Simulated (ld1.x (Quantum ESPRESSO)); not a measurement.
nickel: one change to an RRKJ potential, before and after

Ni (Z = 28), norm-conserving RRKJ (Kleinman–Bylander form), made with ld1.x (Quantum ESPRESSO) 7.5 (PBEsol, scalar-relativistic). Core [Ne], reference 3s2 3p6 3d8 4s2 4p0. Waves: 3s (bound): rc 1.15 bohr; 3d (bound): rc 1.40 bohr; 3p (bound): rc 1.15 bohr. Local part: the p channel. Core correction: none. rho0 = 0.005.

Occupied shells without a wave of their own: 4s. They enter only through the test configuration that unscreens the potential.

Change: wave 3s (bound): rc 1.15 bohr becomes 3s (bound): rc 1.08 bohr.

Cutoffs: the cutoffs (Ry, on a coarse ladder) from which the occupation-weighted sum of valence levels, in a spherical-Bessel basis at the reference potential, stays within 10 and 1 mRy of its value at 400 Ry; they do not see the model core or the augmentation charge, which bear on the density cutoff. Errors are all-electron minus pseudo energies relative to the spin-unpolarised reference configuration.

Q: What does the change do?

A: The potential gets neither clearly harder nor softer (140 Ry and 180 Ry → 140 Ry and 180 Ry); of the 7 tests that both files solve, the error grows in 5 and shrinks in 1 by more than 15 % and 0.3 meV (median size 28.6 → 57.2 meV); neither file shows a bound ghost.

```tsv
quantity	base	changed
cutoff, loose	140 Ry	140 Ry
cutoff, tight	180 Ry	180 Ry
loose cutoff by channel (10 mRy a level)	s 110 Ry, d 80 Ry, p 70 Ry	s 120 Ry, d 80 Ry, p 70 Ry
bound ghosts	none	none
error for 3s2 3p6 3d8 4s1 4p0, meV [ΔE 9.34 eV]	+10	-57
error for 3s2 3p6 3d8 4s0 4p0, meV [ΔE 26.60 eV]	+32	-139
error for 3s2 3p6 3d7 4s0 4p0, meV [ΔE 64.03 eV]	+20	-236
error for 3s2 3p6 3d9 4s1 4p0, meV [ΔE -1.61 eV]	+14	-23
error for 3s2 3p6 3d8 4s1 4p1, meV [ΔE 4.63 eV]	+29	-26
error for 3s2 3p6 3d8 4s0 4p2, meV [ΔE 9.54 eV]	+68	-50
error for 3s2 3p6 3d8 4s0 4p1, meV [ΔE 15.05 eV]	+60	-80
s: phases at 1.55 bohr within 0.05 rad from the reference energy up to (Ry; the scan ends near 5)	to the end of the scan	to the end of the scan
p: phases at 1.55 bohr within 0.05 rad from the reference energy up to (Ry; the scan ends near 5)	2.7	2.7
d: phases at 1.55 bohr within 0.05 rad from the reference energy up to (Ry; the scan ends near 5)	3.2	3.2
```

Changed file: The 4s level has no wave, so the channel is fitted at the deeper level alone: the likely source of the large errors.
